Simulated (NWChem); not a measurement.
System: BNH₃, doublet; SMILES [BH]N

Input file for NWChem:

```
start job
memory heap 200 mb stack 900 mb global 1100 mb
geometry units angstroms
  B     -0.141025    -0.837440     0.000000
  N     -0.013697     0.540642     0.000000
  H      0.782534    -1.628619     0.000000
  H      0.887220     1.034701     0.000000
  H     -0.812225     1.179079     0.000000
end
basis spherical
  * library 6-31g*
end
dft
  odft
  mult 2
  xc b3lyp
  iterations 150
end
driver
  maxiter 120
end
task dft optimize
task dft freq
```

Excerpt of the output:

```
             Northwest Computational Chemistry Package (NWChem) 7.3.0
             --------------------------------------------------------

 CS  symmetry detected

                             Geometry "geometry" -> ""
                             -------------------------

 Output coordinates in angstroms (scale by  1.889725989 to convert to a.u.)

  No.       Tag          Charge          X              Y              Z
 ---- ---------------- ---------- -------------- -------------- --------------
    1 B                    5.0000    -0.15412368    -0.84796073     0.00000000
    2 N                    7.0000    -0.01165509     0.52863839     0.00000000
    3 H                    1.0000     0.76068266    -1.64924395     0.00000000
    4 H                    1.0000     0.89463832     1.01276440     0.00000000
    5 H                    1.0000    -0.80311696     1.17581447     0.00000000

 Effective nuclear repulsion energy (a.u.)      27.5462475447

      Symmetry information
      --------------------

 Group name             Cs
 Group number              2
 Group order               2
 No. of unique centers     5

                                Z-matrix (autoz)
                                --------

 Units are Angstrom for bonds and degrees for angles

      Type          Name      I     J     K     L     M      Value
      ----------- --------  ----- ----- ----- ----- ----- ----------
    1 Stretch                  1     2                       1.38395
    2 Stretch                  1     3                       1.21611
    3 Stretch                  2     4                       1.02749
    4 Stretch                  2     5                       1.02237
    5 Bend                     1     2     4               124.01903
    6 Bend                     1     2     5               123.36408
    7 Bend                     2     1     3               125.30659
    8 Bend                     4     2     5               112.61688
    9 Torsion                  3     1     2     4           0.00000
   10 Torsion                  3     1     2     5         180.00000

                           NWChem Geometry Optimization
                           ----------------------------

 maximum gradient threshold         (gmax) =   0.000450
 rms gradient threshold             (grms) =   0.000300
 maximum cartesian step threshold   (xmax) =   0.001800
 rms cartesian step threshold       (xrms) =   0.001200
 fixed trust radius                (trust) =   0.300000
 source of zmatrix                         =   autoz

          -------------------
          Energy Minimization
          -------------------

 Using diagonal initial Hessian
 Scaling for Hessian diagonals: bonds = 1.00  angles = 0.25  torsions = 0.10

          --------
          Step   0

                                 NWChem DFT Module
                                 -----------------

 Summary of "ao basis" -> "ao basis" (spherical)
 ------------------------------------------------------------------------------
       Tag                 Description            Shells   Functions and Types
 ---------------- ------------------------------  ------  ---------------------
 B                           6-31g*                  6       14   3s2p1d
 N                           6-31g*                  6       14   3s2p1d
 H                           6-31g*                  2        2   2s

      Symmetry analysis of basis
      --------------------------

        a'         26
        a"          8

            General Information
            -------------------
          SCF calculation type: DFT
          Wavefunction type:  spin polarized.
          No. of atoms     :     5
          No. of electrons :    15
           Alpha electrons :     8
            Beta electrons :     7
          Charge           :     0
          Spin multiplicity:     2
          Use of symmetry is: on ; symmetry adaption is: on
          Maximum number of iterations: 150
          AO basis - number of functions:    34
                     number of shells:    18
          Convergence on energy requested:  1.00D-06
          Convergence on density requested:  1.00D-05
          Convergence on gradient requested:  5.00D-04

              XC Information
              --------------
                         B3LYP Method XC Potential
                     Hartree-Fock (Exact) Exchange  0.200
                        Slater Exchange Functional  0.800 local
                    Becke 1988 Exchange Functional  0.720 non-local
              Lee-Yang-Parr Correlation Functional  0.810
                  VWN I RPA Correlation Functional  0.190 local

[...]

      ----------------------
      Optimization converged
      ----------------------

  Step       Energy      Delta E   Gmax     Grms     Xrms     Xmax
  ---- ---------------- -------- -------- -------- -------- --------
@    3     -81.35839363 -3.1D-07  0.00005  0.00003  0.00034  0.00080
                                     ok       ok       ok       ok

                                Z-matrix (autoz)
                                --------

 Units are Angstrom for bonds and degrees for angles

      Type          Name      I     J     K     L     M      Value     Gradient
      ----------- --------  ----- ----- ----- ----- ----- ---------- ----------
    1 Stretch                  1     2                       1.38373   -0.00005
    2 Stretch                  1     3                       1.19694   -0.00003
    3 Stretch                  2     4                       1.01673    0.00005
    4 Stretch                  2     5                       1.01213   -0.00002
    5 Bend                     1     2     4               124.05428    0.00004
    6 Bend                     1     2     5               123.21592   -0.00003
    7 Bend                     2     1     3               124.18053    0.00002
    8 Bend                     4     2     5               112.72979   -0.00001
    9 Torsion                  3     1     2     4           0.00000    0.00000
   10 Torsion                  3     1     2     5         180.00000    0.00000

                         Geometry "geometry" -> "geometry"
                         ---------------------------------

 Output coordinates in angstroms (scale by  1.889725989 to convert to a.u.)

  No.       Tag          Charge          X              Y              Z
 ---- ---------------- ---------- -------------- -------------- --------------
    1 B                    5.0000    -0.15668451    -0.85030726     0.00000000
    2 N                    7.0000    -0.00947676     0.52557278     0.00000000
    3 H                    1.0000     0.75635595    -1.62427858     0.00000000
    4 H                    1.0000     0.88868169     1.00207380     0.00000000
    5 H                    1.0000    -0.79245112     1.16695183     0.00000000

 Effective nuclear repulsion energy (a.u.)      27.6969230072

      Symmetry information
      --------------------

 Group name             Cs
 Group number              2
 Group order               2
 No. of unique centers     5

                Final and change from initial internal coordinates
                --------------------------------------------------

                                Z-matrix (autoz)
                                --------

 Units are Angstrom for bonds and degrees for angles

[...]

 Rotational Constants
 --------------------
 A=   7.522447 cm-1  ( 10.822881 K)
 B=   1.003650 cm-1  (  1.443996 K)
 C=   0.885505 cm-1  (  1.274016 K)

 Temperature                      =   298.15K
 frequency scaling parameter      =   1.0000

 Zero-Point correction to Energy  =   22.832 kcal/mol  (  0.036385 au)
 Thermal correction to Energy     =   24.846 kcal/mol  (  0.039595 au)
 Thermal correction to Enthalpy   =   25.438 kcal/mol  (  0.040539 au)

 Total Entropy                    =   55.064 cal/mol-K
   - Translational                =   35.911 cal/mol-K (mol. weight =  28.0359)
   - Rotational                   =   18.121 cal/mol-K (symmetry #  =        1)
   - Vibrational                  =    1.031 cal/mol-K

 Cv (constant volume heat capacity) =    8.863 cal/mol-K
   - Translational                  =    2.979 cal/mol-K
   - Rotational                     =    2.979 cal/mol-K
   - Vibrational                    =    2.904 cal/mol-K

[normal modes left out]

 ----------------------------------------------------------------------------
 Normal Eigenvalue ||           Projected Infra Red Intensities
  Mode   [cm**-1]  || [atomic units] [(debye/angs)**2] [(KM/mol)] [arbitrary]
 ------ ---------- || -------------- ----------------- ---------- -----------
    1       -0.000 ||    0.000003           0.000         0.003       0.001
    2        0.000 ||    0.008560           0.197         8.345       2.498
    3        0.000 ||    0.002608           0.060         2.542       0.761
    4        0.000 ||    0.005766           0.133         5.621       1.683
    5        0.000 ||    0.007467           0.172         7.279       2.179
    6        0.000 ||    0.004405           0.102         4.294       1.286
    7      573.174 ||    0.223131           5.148       217.519      65.118
    8      746.461 ||    0.001127           0.026         1.098       0.329
    9      839.015 ||    0.000706           0.016         0.689       0.206
   10     1073.109 ||    0.036073           0.832        35.166      10.528
   11     1326.485 ||    0.030755           0.710        29.982       8.975
   12     1650.686 ||    0.049429           1.140        48.186      14.425
   13     2645.690 ||    0.115852           2.673       112.938      33.810
   14     3504.122 ||    0.001350           0.031         1.316       0.394
   15     3619.977 ||    0.026757           0.617        26.084       7.809
 ----------------------------------------------------------------------------
```

Level: B3LYP/6-31G* (spherical d), spin-unrestricted. In the optimisation the excess spin sits in a' (Cs, its own frame). No stability test was run on the SCF state.
